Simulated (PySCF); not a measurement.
Choosing a molecule for a target property.

Each SMILES stands for a single optimised conformer of the isolated species, non-relativistic unless stated. Electronic properties by PySCF.

The conformers computed, where there is a choice (atom-mapped SMILES and torsion angles):
- `[CH3:1]/[CH:2]=[CH:3]/[Si@H:4]([CH2:5][O:6][CH3:7])[NH:8][CH3:9]`: C2–C3–Si4–C5 -104°, C3–Si4–C5–O6 -174°, Si4–C5–O6–C7 -178°, C3–Si4–N8–C9 -60°
- `[F:1][C:2]([F:3])([F:4])[p:5]1[pH:6][p:7]1[C:8]([F:9])([F:10])[F:11]`: F1–C2–P5–P6 -19°, P6–P7–C8–F9 -142°
- `[CH3:1][C@@:2]12[CH2:3][C@@H:4]1[C@H:5]2[O:6][SiH3:7]`: C4–C5–O6–Si7 1°
- `[CH:1]#[C:2][C@@:3]([CH3:4])([SiH2:5][CH3:6])[S:7](=[O:8])(=[O:9])[OH:10]`: C2–C3–Si5–C6 -49°, C2–C3–S7–O8 -158°, H–O10–S7–C3 106°
- `[CH2:1]=[CH:2][C@@:3]1([S:4](=[O:5])(=[O:6])[OH:7])[SiH2:8][C@@H:9]1[CH3:10]`: C1–C2–C3–S4 163°, C2–C3–S4–O5 37°, H–O7–S4–C3 118°
- `[SiH3:1][CH2:2][N:3]([SiH2:4][Cl:5])[CH:6]1[CH2:7][CH2:8]1`: Si1–C2–N3–Si4 -94°, C2–N3–Si4–Cl5 -22°, C2–N3–C6–C7 -165°
- `[CH3:1][CH2:2][CH2:3]/[CH:4]=[N:5]/[SiH3:6]`: C1–C2–C3–C4 66°, C2–C3–C4–N5 -136°

The conformers of `O=C1CC[PH+](P)CC1` aren't listed.

(1) Wanted: HOMO–LUMO gap above 6.5 eV (PBE0/pcSseg-1) and HOMO energy above -7.2 eV (PBE0/pcSseg-1), at GFN2-xTB geometries. Which candidate meets both?
A. `O=C1CC[PH+](P)CC1`
B. `O([C@H]1[C@]2(C)C[C@H]12)[SiH3]`
C. `C[C@](C#C)([SiH2]C)S(=O)(=O)O`
D. `FC(F)(F)p1[pH]p1C(F)(F)F`
E. `C/C=C/[Si@H](COC)NC`
F. `C#CC#CCC#CC#C`

(2) Wanted: smallest rotational constant above 1.2 GHz (GFN2-xTB) and dipole moment below 2 D (PBE0/pcSseg-1), at GFN2-xTB geometries. Which candidate meets both?
A. `C=C[C@@]1(S(=O)(=O)O)[SiH2][C@@H]1C`
B. `C[C@@]12C[C@@H]1[C@H]2O[SiH3]`
C. `C#C[C@@](C)([SiH2]C)S(=O)(=O)O`
D. `CCC/C=N/[SiH3]`
E. `C#CC#CCC#CC#C`
F. `[SiH3]CN([SiH2]Cl)C1CC1`

Answers

(1) B. Computed values:
| species | HOMO–LUMO gap | HOMO energy |
| --- | --- | --- |
| O=C1CC[PH+](P)CC1 | 5.67 eV | -11.18 eV |
| C#CC#CCC#CC#C | 6.25 eV | -7.35 eV |
| C/C=C/[Si@H](COC)NC | 6.37 eV | -6.42 eV |
| FC(F)(F)p1[pH]p1C(F)(F)F | 6.57 eV | -8.27 eV |
| O([C@H]1[C@]2(C)C[C@H]12)[SiH3] | 7.50 eV | -6.97 eV |
| C[C@](C#C)([SiH2]C)S(=O)(=O)O | 7.89 eV | -8.03 eV |

(2) B. Computed values:
| species | smallest rotational constant | dipole moment |
| --- | --- | --- |
| C#CC#CCC#CC#C | 0.501 GHz | 0.69 D |
| [SiH3]CN([SiH2]Cl)C1CC1 | 0.612 GHz | 2.14 D |
| C#C[C@@](C)([SiH2]C)S(=O)(=O)O | 0.768 GHz | 3.69 D |
| C=C[C@@]1(S(=O)(=O)O)[SiH2][C@@H]1C | 0.842 GHz | 3.08 D |
| CCC/C=N/[SiH3] | 1.013 GHz | 1.72 D |
| C[C@@]12C[C@@H]1[C@H]2O[SiH3] | 1.293 GHz | 1.39 D |
